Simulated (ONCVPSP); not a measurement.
LDA (Perdew-Wang 92) ONCV dataset for V, scalar-relativistic all-electron reference.

vanadium, optimised norm-conserving Vanderbilt (ONCV), made with ONCVPSP 4.0.1 (LDA (Perdew-Wang 92), scalar-relativistic). Core [Ne], reference 3s2 3p6 3d3 (charge +2). Waves: 3s: rc 0.95 bohr, ncon 5, nbas 9, qcut 8.7 1/bohr, 1 projector; 3p: rc 1.00 bohr, ncon 4, nbas 7, qcut 7.2 1/bohr, 2 projectors, debl 1.5 Ha; 3d: rc 0.95 bohr, ncon 5, nbas 9, qcut 9.7 1/bohr, local. Local part: the d channel. Core correction: none.

In the p channel the program set the typed energies aside and used -2.226, 0.250 Ha.

**Question.** Does the generator finish with these settings?

**Answer.** Yes, a potential is produced and its reference levels are reproduced.

**Question.** Estimate the cutoffs (Ha) at which the residual kinetic energy of the hardest occupied pseudo-wave falls to 1 and 0.1 mHa per electron.

**Answer.** 288 Ha and 333 Ha.

**Question.** What does a ghost test show?

**Answer.** No bound ghost flagged; no localised positive-energy state flagged.

**Question.** Which valence shell sets the plane-wave cutoff?

**Answer.** 3d: 288 Ha for 1 mHa per electron, against 53 Ha for 3s.

**Question.** Tests: 3s2 3p6 3d3 4s2; 3s2 3p6 3d3 4s1; 3s2 3p6 3d2; 3s2 3p6 3d4 4s1. Which has the largest error in its energy relative to the reference configuration, and how large is it?

**Answer.** 3s2 3p6 3d3 4s2, with +59 meV (all-electron minus pseudo) on -22.47 eV.
